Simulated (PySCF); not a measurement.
## [PbCl3]− relaxed at several levels

Computed with PySCF 2.14.0, def2-SVP on the ligands, density fitting, scalar-relativistic core potentials, no spin-orbit coupling, vacuum. Each row is relaxed at its own level from the same template. Distances are means of the shortest metal–ligand contacts, charges and spins Mulliken's; removal energies are rigid, with the ligand's formal charge and no counterpoise, so too large; for an anion taken off a cation in vacuum most of it is the attraction of opposite charges, and multiply charged cations can part far more cheaply with an electron moved from ligand to metal.

```json
{"level": "B3LYP", "basis on the metal": "def2-SVP with ECP60", "point group": "C3v", "M–Cl (Å)": "2.619", "charge on M (e)": "0.50", "HOMO–LUMO gap (eV)": "5.46", "removal of one Cl (eV)": "3.22", "strongest infrared band, degenerate modes summed (cm⁻¹)": "250", "unstable modes (below −25 cm⁻¹)": "0"}
```

Task: What does the calculation give for PBE, def2-SVP with ECP60?

Result: point group: C3v, M–Cl (Å): 2.616, charge on M (e): 0.42, HOMO–LUMO gap (eV): 4.11, removal of one Cl (eV): 3.31, strongest infrared band, degenerate modes summed (cm⁻¹): 249, unstable modes (below −25 cm⁻¹): 0.
```xyz
4

Pb    0.0000    0.0000    0.5001
Cl    2.3462    0.0000   -0.6576
Cl   -1.1731    2.0319   -0.6576
Cl   -1.1731   -2.0319   -0.6576
```

One start shape was tried for each, so a minimum needn't be the lowest isomer.
